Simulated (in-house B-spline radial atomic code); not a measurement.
## RPA and G0W0 on LDA VWN5: neutral antimony

Configuration [Kr] 4d10 5s2 5p3, highest spin, mean-field start LDA VWN5. Computed with an all-electron radial atomic-structure program (B-spline basis): all electrons, scalar-relativistic (spin-free one-electron X2C), finite nucleus, each spin shell either full or empty, empty states to l = 9 with an (l + 1/2)⁻⁴ tail; G0W0 by contour deformation at full frequency.

Spin-orbit coupling, left out, splits p levels strongly here.

Command:
```bash
python run_gw.py task.json out
```
Settings (radii: box in bohr, nucleus in fm):
```
Z                        51
electrons                51
configuration            [Kr] 4d10 5s2 5p3
hamiltonian              x2c
method                   lda,vwn
lmax                     9
rms_radius               4.6802
spin_polarised           True
box_radius               40
intervals                72
```

Run time, properties included: 11 s on 1 thread of Arm Neoverse N1, with other jobs on the host.

Energies (hartree):

```tsv
term	value
mean-field total	-6474.66044
Hartree-Fock functional on these orbitals	-6477.98597
direct second order	-4.5849
second-order exchange	1.2642
SOSEX correction	1.167
```

What is the RPA correlation energy, and what remains with SOSEX?

RPA gives -3.9672 hartree (-2.12 eV per electron); RPA + SOSEX gives -2.8002, and the second-order doubles -3.3206 hartree (no singles). RPA lacks exchange-type terms and so overcorrelates at short range.

Quasi-particle levels (eV):

```json
{"level": "5p up", "occupied": "yes", "mean field": "-5.529", "Σx - vxc": "-3.37", "Σc": "?", "QP weight": "?", "G0W0": "?"}
{"level": "5p down", "occupied": "no", "mean field": "-3.946", "Σx - vxc": "5.30", "Σc": "-2.65", "QP weight": "0.835", "G0W0": "-1.289"}
```

G0W0 = mean field + (Σx - vxc) + Σc, with Σc (partial-wave tail included) taken at the quasi-particle energy. Only the outer levels were computed. Levels of low weight are left out.

Where does G0W0 put 5p up?

At -8.894 eV, with Σc = 0.01 eV and a quasi-particle weight of 0.809. The tabulated removal energy is 8.608 eV (NIST, measured); the calculation leaves out spin-orbit coupling, Breit and QED terms, and what these don't explain is the method's own error.
